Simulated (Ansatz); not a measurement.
Geometry optimisation of SbAs2⁺.

```yaml
crystal:
  periodic: [false, false, false]
  atoms:
    - {symbol: As, position_ang: [0.212692, 0.052501, -1.364508]}
    - {symbol: As, position_ang: [-1.260727, 0.407575, 0.392879]}
    - {symbol: Sb, position_ang: [1.048035, -0.460076, 0.971629]}
basis:
  gaussian: {orbitals: def2-TZVP}
total_charge: 1
magnetization: {spin_polarized: true, initial_magnetization: 2}
hamiltonian: {xc: r2scan, dispersion: d4}
scf: {lower_state_search: "off"}
output: {orbitals: {seedname: orbitals}}
relax: {f_tol: 0.02, max_steps: 100}
```

```sh
$ ansatz run in.yaml --threads 4 --pin off --events-out ev --progress --plain --max-ram 3916MiB
```

Shortened log:

```
Functional definition: r2SCAN
mean field -128214.61437834 eV, -4711.8001714170 hartree, gradient 2.6e-6 eV, S^2 2.111042; 0 other end points of the search recorded, 0 dependent functions left out
relax step   1: F+E_penalty+E_count = -128214.63955148 eV  Δ(F+E_penalty+E_count) = +0.000e0 eV  max|allowed force component| = 2.376e0 eV/Å  Δτ_max = 0.0000 Å  (56 SCF iters, accepted)
mean field -128215.10111600 eV, -4711.8180586961 hartree, gradient 1.7e-6 eV, S^2 2.052953; 0 other end points of the search recorded, 0 dependent functions left out
relax step   2: F+E_penalty+E_count = -128215.12623264 eV  Δ(F+E_penalty+E_count) = -4.867e-1 eV  max|allowed force component| = 5.248e-1 eV/Å  Δτ_max = 0.1951 Å  (42 SCF iters, accepted)
mean field -128215.11315538 eV, -4711.8185011351 hartree, gradient 1.9e-6 eV, S^2 2.033540; 0 other end points of the search recorded, 0 dependent functions left out
relax step   3: F+E_penalty+E_count = -128215.13827501 eV  Δ(F+E_penalty+E_count) = -1.204e-2 eV  max|allowed force component| = 2.933e-1 eV/Å  Δτ_max = 0.0345 Å  (34 SCF iters, accepted)
mean field -128215.11661882 eV, -4711.8186284141 hartree, gradient 2.0e-6 eV, S^2 2.039865; 0 other end points of the search recorded, 0 dependent functions left out
relax step   4: F+E_penalty+E_count = -128215.14173723 eV  Δ(F+E_penalty+E_count) = -3.462e-3 eV  max|allowed force component| = 2.559e-2 eV/Å  Δτ_max = 0.0101 Å  (30 SCF iters, accepted)
mean field -128215.11672759 eV, -4711.8186324115 hartree, gradient 3.0e-6 eV, S^2 2.040894; 0 other end points of the search recorded, 0 dependent functions left out
relax step   5: F+E_penalty+E_count = -128215.14184597 eV  Δ(F+E_penalty+E_count) = -1.087e-4 eV  max|allowed force component| = 2.053e-2 eV/Å  Δτ_max = 0.0020 Å  (31 SCF iters, accepted)
mean field -128215.11715641 eV, -4711.8186481704 hartree, gradient 3.7e-6 eV, S^2 2.054515; 0 other end points of the search recorded, 0 dependent functions left out
relax step   6: F+E_penalty+E_count = -128215.14227476 eV  Δ(F+E_penalty+E_count) = -4.288e-4 eV  max|allowed force component| = 1.846e-2 eV/Å  Δτ_max = 0.0237 Å  (27 SCF iters, accepted)
Total energy: -128215.14228822 eV, -4711.8195717472 hartree
Atom 0 at     0.071617     0.112167    -1.471056 Å, force     0.014211    -0.004885    -0.001314 eV/Å
Atom 1 at    -1.194151     0.392114     0.307230 Å, force    -0.018464     0.005579     0.009932 eV/Å
Atom 2 at     1.122534    -0.504281     1.163826 Å, force     0.004253    -0.000694    -0.008618 eV/Å
Dipole moment:     0.063859    -0.027166     0.049920 e Å
Checks for a lower state left out: stability, starts, cluster_reference, orbital_swaps, neighbouring_geometries, increment
```

It took 29 s on 4 threads of Arm Neoverse V2 on a shared host.

In the def2 sets Sb takes a core potential; there is no spin–orbit coupling. The relaxation made no stability test and no search for a lower SCF solution. At r2SCAN-D4/def2-TZVP a singlet of charge 1 lies 1.12 eV below the triplet, each at its own geometry. The structure comes from a short search, and lower isomers may exist.
